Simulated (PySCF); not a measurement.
H2MoO4, triplet, at a GFN2-xTB geometry of the parent state (such geometries of metal compounds can be far from the true shape) (another spin typed on purpose, not shown lowest) (core potentials on Mo).

Here is a job for PySCF.
```python
from pyscf import gto, scf, dft

mol = gto.M(
    atom='''
Mo    0.04556687    0.00083011    0.00560237
O     1.10220482    0.78882640   -0.97552653
O     0.86074293   -0.75306665    1.21686762
O    -0.81590576   -1.20963679   -0.94058850
H    -1.09733612   -1.94764307   -1.49061800
O    -1.06225200    1.17542170    0.70967220
H    -1.49479228    1.90042130    1.17192022
''',
    basis='def2-svp',
    ecp={'Mo': 'def2-svp'},
    spin=2,
    verbose=4,
)

mf = dft.UKS(mol)
mf.xc = 'b3lyp'
mf = mf.density_fit(auxbasis='def2-universal-jkfit')
mf.kernel()
```

Problem. What does this run give for the HOMO energy, <S^2>, number of basis functions?

Solution. 
* **HOMO energy**: -3.05 eV
* **<S^2>**: 2.015
* **number of basis functions**: 97

These values belong to the state on which the SCF converged, which isn't shown to be the lowest.

Problem. Roughly what does it cost on one core?

Solution. about 19 core-seconds (a rough figure).
